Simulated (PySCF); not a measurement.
All values below come from PBE-D3(BJ)/def2-TZVP // B3LYP-D3(BJ)/def2-TZVP in PySCF. Isolated molecules, 0 K electronic values unless said otherwise. 

Reference species (SMILES): `[F][Ga][F]` (neutral, multiplicity 2).

The dipole moment comes out as 2.22 D.

Changed species: `[GaH2]` (radical fragment; the reference has radical fragment).

**Question.** What does the change do to the dipole moment?

**Answer.** the dipole moment falls by 1.98 D, to 0.24 D.
